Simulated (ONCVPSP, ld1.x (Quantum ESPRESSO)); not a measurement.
Potentials for scandium compared

Generated with ld1.x 7.5 (TM, RRKJ, ultrasoft, PAW), atompaw 4.2 or ONCVPSP 4.0.1. The cutoff is in Ry: for ld1.x and atompaw files where the sum of valence levels is converged to 10 mRy in a Bessel basis, for ONCV files where the hardest occupied wave has 1 mHa per electron of residual kinetic energy. The error is the largest all-electron minus pseudo excitation energy over each file’s own four to seven test configurations (ionisations up to +4, promotions, holes and added fractions of an electron), all of which were solved. The labels leave out finer settings (local radius, basis sizes, second energies), which also bear on the numbers. Spin-polarised tests are not counted. The rows are a selection from randomly drawn settings: files with unsolved tests, undetermined cutoffs or missed reference levels are left out.

A true bound ghost makes a file unfit for plane-wave use even where its test errors are small: the radial tests pick states by their node count and pass the ghost by.

| potential | cutoff (Ry) | largest error (meV) | bound ghosts |
| --- | --- | --- | --- |
| ONCV, LDA (Perdew-Zunger), scalar-relativistic, rc 3.10/3.35/2.40 (spd), local smoothed, core correction no, reference 3d1 4s1 4p1, qcut 1.9/2.1/7, projectors 1/2/2 | 34 | +116 | s |
| ONCV, PBE, scalar-relativistic, rc 2.70/1.65/2.95 (spd), local smoothed, core correction yes, reference 3p6 3d1 4s1.75 4p0.25, qcut 3.1/10/4.2, projectors 1/2/3 | 34 | -14 | s |
| ONCV, LDA (Perdew-Zunger), fully relativistic, rc 2.90/1.15/1.90/2.60 (spdf), local smoothed, core correction yes, reference 3p6 3d1 4s1, qcut 1.8/8.6/9.7/3.7, projectors 2/2/3/2 | 58 | +107 | s, f7/2, f5/2 |
| ONCV, Wu-Cohen, scalar-relativistic, rc 1.60/1.90/2.85 (spd), local smoothed, core correction yes, reference 3s2 3p6 3d1 4s1 4p1, qcut 7.5/9/5.9, projectors 2/3/2 | 37 | -7.0 | none |
| TM, PBE, scalar-relativistic, rc 2.85/1.65/2.25/2.95 (spdf), local s, core correction yes, reference 3p6 3d1 4s2 4p0 | 40 | -1098 | none |

Problem. Fill in the row for Sc: ONCV, LDA (Perdew-Zunger), scalar-relativistic, rc 1.05/1.60/1.45 (spd), local smoothed, core correction yes, reference 3s2 3p6 3d1, qcut 7.1/11/8.5, projectors 2/2/1.

Solution. cutoff 99 Ry, largest error +41 meV, bound ghosts: none.
